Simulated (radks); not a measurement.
Problem. These are the eigenvalues of the occupied orbitals of an atom or ion with whole-number occupations (eV). Calculated with a radial shooting solver on a logarithmic mesh with Libxc functionals: scalar-relativistic Kohn-Sham, BLYP, spin-unpolarised, spherical densities, point nucleus.

orbital  eigenvalue
1s        -76774.32
2s        -15690.85
2p        -14036.34
3s        -5608.346
3p        -5119.053
3d        -4611.544

Which element is it, and in what charge state? The configuration may be excited.

Solution. Z = 76, osmium, charge +50: Os50+ in [Ar] 3d8. The list shows which subshells hold electrons but not how many an open one holds; the 1s level, -2821.4 hartree, gives Z - s = 75.1 by -(Z - s)^2/2, which with screening and relativity narrows Z to a few neighbours, and the depths of the outer levels then fix element, charge and occupations together.
